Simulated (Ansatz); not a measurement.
One change: `O[SiH2]C(O)[SiH3]` becomes `OC([SiH3])Cl`.

Ansatz, PBE0-D4/def2-TZVP geometries, multiplicity 1. Each molecule was computed in one conformer, which needn't be the lowest.

```tsv
property	`O[SiH2]C(O)[SiH3]`
HOMO energy (ωB97M-V/def2-TZVPP) / eV	-10.18
size of the dipole moment (ωB97M-V/def2-TZVPP) / D	2.08
HOMO energy (B3LYP/def2-TZVPP) / eV	-7.66
HOMO–LUMO gap (B3LYP/def2-TZVPP) / eV	7.28
size of the dipole moment (PBE/def2-TZVPP) / D	2.02
LUMO energy (PBE0/def2-TZVPP) / eV	-0.14
```

(1) What does the change do to each property? (Estimate.)

## Answers

(1) Computed: 
```csv
property,`OC([SiH3])Cl`,shift
HOMO energy (ωB97M-V/def2-TZVPP) / eV,-10.40,-0.22
size of the dipole moment (ωB97M-V/def2-TZVPP) / D,1.76,-0.32
HOMO energy (B3LYP/def2-TZVPP) / eV,-7.90,-0.24
HOMO–LUMO gap (B3LYP/def2-TZVPP) / eV,7.68,0.40
size of the dipole moment (PBE/def2-TZVPP) / D,1.74,-0.28
LUMO energy (PBE0/def2-TZVPP) / eV,0.05,0.19
```

With PBE0 the HOMO falls by 0.25 eV and the LUMO rises by 0.19 eV, so the gap widens by about 0.44 eV. PBE moves the HOMO by -0.33 eV and ωB97M-V by -0.22 eV. Dipoles are sizes alone; their direction can turn.

B3LYP here is the variant with VWN-RPA as its local correlation; programs differ in this.
